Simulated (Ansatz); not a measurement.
Geometry optimisation, Ansatz, RKS PBE-D4/def2-SVP.

The input (input.yaml):

```yaml
crystal:
  periodic: [false, false, false]
  atoms:
    - { symbol: Ge, position_ang: [0.583734, -0.326229, -0.350957] }
    - { symbol: O, position_ang: [-0.584591, -0.249448, 2.375094] }
    - { symbol: H, position_ang: [-1.253089, -0.909294, 2.102466] }
    - { symbol: Cl, position_ang: [1.571935, -0.350127, -2.307348] }
    - { symbol: H, position_ang: [0.436771, 1.15868, 0.033467] }
    - { symbol: Cl, position_ang: [-1.429612, -1.1453, -0.679204] }
    - { symbol: P, position_ang: [1.72725, -1.707775, 1.071925] }
    - { symbol: H, position_ang: [0.766521, -2.759648, 0.870819] }
    - { symbol: H, position_ang: [2.603584, -2.228648, 0.05459] }
    - { symbol: H, position_ang: [0.075398, -0.78311, 2.886148] }
basis:
  gaussian: { orbitals: def2-SVP }
hamiltonian:
  xc: pbe
  dispersion: d4
relax:
  f_tol: 0.03
  max_steps: 50
```

Launched with:

```bash
$ ansatz run input.yaml --threads 4 --pin off --max-ram 5120MiB --backend cpu --events-out ev --progress --plain --runs-dir out
```

Task: Where does it end, and by what steps?

Result: It converged. The force dipped under the threshold on the way, but the program's further checks kept it going. After 14 steps the energy has fallen by 0.048 eV; H3 moved furthest, 0.29 Å.

```csv
step,energy less start (eV),largest force component (eV/Å),accepted
0,0.0000,0.436,yes
1,0.0918,2.323,no
2,-0.0182,0.719,yes
3,-0.0344,0.257,yes
4,-0.0372,0.220,yes
5,-0.0322,0.345,no
6,-0.0447,0.102,yes
7,-0.0457,0.103,yes
8,-0.0468,0.012,yes
9,-0.0473,0.059,yes
10,-0.0477,0.057,yes
11,-0.0481,0.052,yes
12,-0.0477,0.101,no
13,-0.0484,0.031,yes
14,-0.0485,0.021,yes
```

```xyz
10
Properties=species:S:1:pos:R:3
Ge 0.605 -0.328 -0.278
O -0.517 -0.249 2.270
H -1.281 -0.725 1.882
Cl 1.464 -0.312 -2.298
H 0.452 1.156 0.110
Cl -1.418 -1.185 -0.540
P 1.915 -1.744 1.038
H 0.883 -2.750 1.011
H 2.585 -2.313 -0.104
H -0.190 -0.850 2.966
```

The run took 33 s on 4 threads of Intel(R) Xeon(R) Platinum 8259CL CPU @ 2.50GHz (Skylake/Cascade Lake), with other jobs on the host, peak memory 0.22 GiB.
